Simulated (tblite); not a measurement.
Record of a relaxation.

C₆H₁₆AsP.
Atom-mapped SMILES: `[CH3:1][As:2]([CH3:3])[PH:4][C:5]([CH3:6])([CH3:7])[CH3:8]` (hydrogens: H9, H10, H11 on C1; H12, H13, H14 on C3; H15 on P4; H16, H17, H18 on C6; H19, H20, H21 on C7; H22, H23, H24 on C8)

Computed with GFN2-xTB (tblite), gas phase: L-BFGS steps from a force-field or distance-geometry start until the largest atomic force falls under 0.01 eV/Å. 6 of its 201 geometries are shown.

Step 0: E = -702.8520 eV, largest atomic force 3.418 eV/Å
```
atom  x, y, z in Å  |  force x, y, z in eV/Å
C1      2.828   -1.639    0.370    1.030  -0.657  -0.247
As2     1.887    0.079    0.280   -1.628  -0.035   3.005
C3      3.120    1.571   -0.018    0.714   0.420  -0.603
P4      0.065    0.088   -1.110    1.156   0.945  -2.721
C5     -1.551    0.091   -0.186   -0.846  -0.387   0.585
C6     -2.594    0.975   -0.879   -0.040   0.424   0.288
C7     -2.153   -1.304   -0.175    0.285  -0.532  -0.109
C8     -1.411    0.647    1.219   -0.457  -0.128   1.364
H9      2.722   -2.262   -0.527   -0.019   0.074   0.211
H10     3.912   -1.465    0.518   -0.488   0.014  -0.132
H11     2.494   -2.221    1.264   -0.025   0.487  -0.729
H12     3.730    1.669    0.905   -0.367  -0.260  -0.397
H13     3.822    1.397   -0.843   -0.186   0.345   0.005
H14     2.591    2.546   -0.126    0.232  -0.850  -0.193
H15     0.096   -1.135   -1.899   -0.232   0.430   1.016
H16    -3.579    0.757   -0.393    0.740   0.387  -0.487
H17    -2.292    2.019   -0.642   -0.562  -0.519  -0.805
H18    -2.675    0.760   -1.956    0.097   0.359   0.480
H19    -1.409   -1.983    0.270   -0.561  -0.091   0.011
H20    -3.123   -1.320    0.360    0.655  -0.175  -0.226
H21    -2.312   -1.589   -1.228   -0.070  -0.168   0.444
H22    -1.482    1.753    1.248    0.050  -0.679  -0.045
H23    -0.459    0.372    1.703   -0.252  -0.044  -0.160
H24    -2.239    0.214    1.854    0.773   0.638  -0.555
```

Step 40: E = -704.5454 eV, largest atomic force 0.092 eV/Å
```
atom  x, y, z in Å  |  force x, y, z in eV/Å
C1      2.699   -1.492    0.250    0.020  -0.032   0.002
As2     1.734    0.142    0.816   -0.002   0.064   0.032
C3      2.987    1.420   -0.034   -0.008  -0.017   0.002
P4      0.206    0.339   -0.920    0.048  -0.053  -0.002
C5     -1.504    0.115   -0.102   -0.089  -0.017   0.017
C6     -2.459    0.967   -0.941   -0.017   0.000  -0.010
C7     -1.938   -1.349   -0.141    0.003  -0.032  -0.024
C8     -1.544    0.625    1.335    0.051   0.019   0.024
H9      2.549   -1.730   -0.802    0.012   0.051  -0.009
H10     3.763   -1.334    0.420    0.026  -0.011   0.012
H11     2.389   -2.349    0.847   -0.043  -0.004  -0.012
H12     3.855    1.595    0.605   -0.055  -0.034  -0.029
H13     3.332    1.034   -0.994   -0.026   0.037   0.038
H14     2.488    2.374   -0.204    0.028  -0.028   0.023
H15     0.327   -0.997   -1.309   -0.021   0.001  -0.022
H16    -3.471    0.920   -0.541    0.001  -0.014  -0.034
H17    -2.129    2.005   -0.931   -0.051  -0.004  -0.021
H18    -2.472    0.623   -1.974   -0.025   0.013  -0.001
H19    -1.238   -1.979    0.408    0.023   0.033   0.035
H20    -2.926   -1.471    0.304    0.022   0.057  -0.005
H21    -1.984   -1.700   -1.169   -0.019  -0.038  -0.035
H22    -1.138    1.634    1.393    0.056   0.038   0.026
H23    -0.967   -0.024    1.994    0.048  -0.012   0.028
H24    -2.573    0.651    1.696    0.018  -0.017  -0.033
```

Step 80: E = -704.5940 eV, largest atomic force 0.066 eV/Å
```
atom  x, y, z in Å  |  force x, y, z in eV/Å
C1      2.701   -1.492    0.177    0.013  -0.033  -0.023
As2     1.703    0.093    0.809    0.021  -0.003   0.011
C3      2.948    1.422    0.043   -0.001   0.025  -0.001
P4      0.211    0.283   -0.960   -0.044   0.005  -0.030
C5     -1.497    0.113   -0.120   -0.037  -0.005  -0.015
C6     -2.494    0.899   -0.976   -0.007   0.014  -0.021
C7     -1.915   -1.355   -0.053    0.006  -0.001   0.013
C8     -1.485    0.721    1.282    0.014  -0.014  -0.014
H9      2.906   -1.432   -0.891    0.003  -0.008   0.036
H10     3.648   -1.558    0.714   -0.045   0.021  -0.044
H11     2.137   -2.404    0.378    0.014   0.009  -0.014
H12     3.891    1.416    0.588   -0.010  -0.006  -0.002
H13     3.147    1.204   -1.006    0.005  -0.003   0.028
H14     2.523    2.424    0.108   -0.003  -0.012   0.017
H15     0.306   -1.066   -1.312   -0.002   0.015  -0.014
H16    -3.504    0.794   -0.581    0.018  -0.015   0.000
H17    -2.235    1.956   -0.974    0.010   0.012  -0.017
H18    -2.493    0.554   -2.008    0.032  -0.046   0.004
H19    -1.186   -1.933    0.517    0.005  -0.003   0.015
H20    -2.884   -1.455    0.436    0.007   0.040  -0.007
H21    -1.993   -1.780   -1.053   -0.003   0.014   0.023
H22    -0.997    1.697    1.271   -0.010  -0.006   0.017
H23    -0.948    0.071    1.974    0.008   0.012   0.041
H24    -2.504    0.848    1.646    0.007  -0.010  -0.005
```

Step 120: E = -704.7152 eV, largest atomic force 0.071 eV/Å
```
atom  x, y, z in Å  |  force x, y, z in eV/Å
C1      2.755   -1.576   -0.444   -0.031   0.061  -0.015
As2     1.615   -0.444    0.706    0.048  -0.004   0.012
C3      2.766    1.167    0.699   -0.043  -0.023  -0.003
P4      0.232    0.316   -0.987   -0.014  -0.012  -0.039
C5     -1.450    0.193   -0.122   -0.005  -0.020  -0.002
C6     -2.525    0.557   -1.151    0.043   0.030   0.023
C7     -1.731   -1.210    0.416    0.017   0.007   0.019
C8     -1.464    1.215    1.016    0.028  -0.016  -0.002
H9      3.126   -1.005   -1.292    0.027   0.005  -0.064
H10     3.604   -1.948    0.126    0.014   0.010   0.006
H11     2.191   -2.430   -0.818    0.022  -0.003   0.028
H12     3.717    0.968    1.191   -0.009  -0.031  -0.013
H13     2.955    1.515   -0.317    0.008  -0.049   0.051
H14     2.263    1.962    1.248    0.016   0.053  -0.002
H15     0.123   -0.936   -1.604   -0.001  -0.036   0.005
H16    -3.510    0.535   -0.684    0.017   0.008  -0.048
H17    -2.348    1.558   -1.546   -0.031  -0.059   0.005
H18    -2.517   -0.147   -1.983   -0.003   0.043   0.052
H19    -0.976   -1.518    1.144   -0.016   0.054  -0.014
H20    -2.703   -1.221    0.909   -0.011  -0.037  -0.018
H21    -1.746   -1.940   -0.395   -0.020   0.046   0.038
H22    -1.325    2.219    0.614   -0.024  -0.020   0.046
H23    -0.656    1.014    1.727   -0.028  -0.039  -0.024
H24    -2.410    1.177    1.555   -0.003   0.035  -0.040
```

Step 160: E = -704.7397 eV, largest atomic force 0.053 eV/Å
```
atom  x, y, z in Å  |  force x, y, z in eV/Å
C1      2.819   -1.506   -0.580   -0.008  -0.015  -0.050
As2     1.624   -0.561    0.672   -0.024   0.000   0.021
C3      2.725    1.073    0.807    0.017   0.017  -0.001
P4      0.228    0.253   -0.982    0.002  -0.025  -0.009
C5     -1.457    0.192   -0.112   -0.020   0.009  -0.003
C6     -2.513    0.533   -1.165    0.000   0.005  -0.003
C7     -1.770   -1.175    0.492    0.002   0.014  -0.008
C8     -1.459    1.255    0.984    0.003   0.006   0.006
H9      2.948   -0.937   -1.501    0.020  -0.008   0.030
H10     3.793   -1.648   -0.114   -0.004  -0.006  -0.016
H11     2.413   -2.486   -0.833    0.027   0.017   0.014
H12     3.624    0.869    1.389   -0.019   0.007  -0.006
H13     3.021    1.419   -0.182   -0.002   0.007   0.004
H14     2.175    1.871    1.303   -0.002  -0.004   0.005
H15     0.087   -1.003   -1.592   -0.023  -0.007   0.025
H16    -3.507    0.547   -0.719    0.006   0.004   0.003
H17    -2.318    1.512   -1.602   -0.001  -0.007   0.002
H18    -2.506   -0.204   -1.966   -0.006   0.000  -0.007
H19    -1.055   -1.425    1.278    0.015  -0.011  -0.012
H20    -2.767   -1.165    0.932    0.005   0.003  -0.024
H21    -1.740   -1.950   -0.273   -0.004  -0.014   0.016
H22    -1.250    2.237    0.560    0.013  -0.001   0.019
H23    -0.696    1.027    1.733   -0.019   0.003  -0.009
H24    -2.430    1.292    1.477    0.023   0.005   0.001
```

Step 200: E = -704.7532 eV, largest atomic force 0.010 eV/Å
```
atom  x, y, z in Å  |  force x, y, z in eV/Å
C1      2.934   -1.452   -0.602    0.001   0.005   0.002
As2     1.628   -0.649    0.641   -0.002   0.004  -0.002
C3      2.560    1.085    0.823   -0.003  -0.009   0.003
P4      0.211    0.033   -1.050   -0.002   0.004  -0.005
C5     -1.443    0.157   -0.128   -0.001  -0.003  -0.002
C6     -2.494    0.591   -1.152   -0.001   0.000  -0.004
C7     -1.862   -1.171    0.497   -0.002   0.001   0.003
C8     -1.313    1.224    0.958    0.001  -0.006   0.000
H9      3.067   -0.828   -1.484    0.000   0.003  -0.003
H10     3.897   -1.559   -0.102   -0.001   0.000   0.003
H11     2.607   -2.441   -0.921    0.001  -0.004   0.004
H12     3.481    0.953    1.390    0.004  -0.003  -0.003
H13     2.806    1.494   -0.156    0.000   0.001   0.001
H14     1.939    1.805    1.354    0.000   0.004   0.002
H15    -0.007   -1.280   -1.494    0.001  -0.001  -0.005
H16    -3.470    0.689   -0.680    0.000   0.001   0.003
H17    -2.226    1.548   -1.594    0.002   0.004  -0.002
H18    -2.571   -0.144   -1.952   -0.005   0.002  -0.008
H19    -1.120   -1.509    1.223    0.002  -0.005   0.002
H20    -2.816   -1.053    1.011   -0.001   0.001   0.005
H21    -1.981   -1.937   -0.267    0.004  -0.003   0.005
H22    -0.950    2.160    0.535    0.000   0.004  -0.005
H23    -0.612    0.894    1.729    0.006  -0.003   0.006
H24    -2.278    1.410    1.427   -0.003   0.001   0.000
```

Problem. Summarise the path.

Solution. The energy falls by 43.84 kcal/mol from step 0 to step 200; nine tenths of that is first reached at step 51. It rises by more than 0.2 meV at step 111. The largest force goes from 3.418 to 0.010 eV/Å. Among the bonds P4–H15 changes most, from 1.456 to 1.403 Å; the atoms move by 1.041 Å rms after alignment.

Problem. Follow the three bonds and two angles with the largest change from start to end.

Solution. 
```
step  E above end (kcal/mol)  largest force (eV/Å)  P4–H15 (Å)  C8–H24 (Å)  P4–C5 (Å)  C1–As2–P4 (°)  C3–As2–P4 (°)
   0                   43.84                 3.418       1.456       1.130      1.861          114.4          113.9
   9                   15.41                 0.546       1.387       1.082      1.923          111.4          101.8
  17                    8.06                 0.308       1.395       1.090      1.913          102.7           93.2
  26                    5.83                 0.210       1.400       1.092      1.920          100.5           92.3
  35                    5.03                 0.097       1.394       1.091      1.912          100.0           92.0
  43                    4.69                 0.085       1.395       1.090      1.910          100.0           92.6
  52                    4.33                 0.090       1.395       1.089      1.908           99.3           92.5
  61                    4.08                 0.071       1.396       1.090      1.908           98.9           93.0
  70                    3.89                 0.056       1.397       1.089      1.909           98.6           93.4
  78                    3.71                 0.070       1.397       1.090      1.910           98.5           93.0
  87                    3.54                 0.062       1.398       1.089      1.908           98.4           93.4
  96                    3.38                 0.060       1.399       1.089      1.906           98.4           93.3
 104                    2.72                 0.227       1.398       1.090      1.903           98.4           92.5
 113                    1.44                 0.149       1.399       1.089      1.902           97.0           93.7
 122                    0.81                 0.069       1.401       1.089      1.895           96.1           94.3
 130                    0.63                 0.058       1.402       1.089      1.895           95.1           94.8
 139                    0.49                 0.058       1.401       1.089      1.894           94.9           95.5
 148                    0.38                 0.029       1.402       1.090      1.898           95.1           95.7
 157                    0.34                 0.037       1.402       1.089      1.896           94.8           95.4
 165                    0.27                 0.067       1.402       1.089      1.897           94.2           95.4
 174                    0.15                 0.034       1.403       1.090      1.899           93.7           96.2
 183                    0.11                 0.041       1.404       1.089      1.898           94.0           96.5
 191                    0.02                 0.032       1.402       1.089      1.898           94.0           95.9
 200                    0.00                 0.010       1.403       1.089      1.897           93.7           95.6
```
